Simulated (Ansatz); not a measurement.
Q: Name a neutral molecule of B, Br, F, O and H with size of the dipole moment (ωB97M-V/def2-TZVPP) between 1.60 and 1.90 D and ideal-gas entropy at 298 K and 1 bar (rigid rotor, harmonic PBE0-D4/def2-TZVP) between 285 and 301 J/(mol·K) (Ansatz, PBE0-D4/def2-TZVP geometry).

A: `OB(F)Br` (1.85 D, 296 J/(mol·K)). Other molecules can fit too; these were computed, each in one conformer that needn't be the lowest.
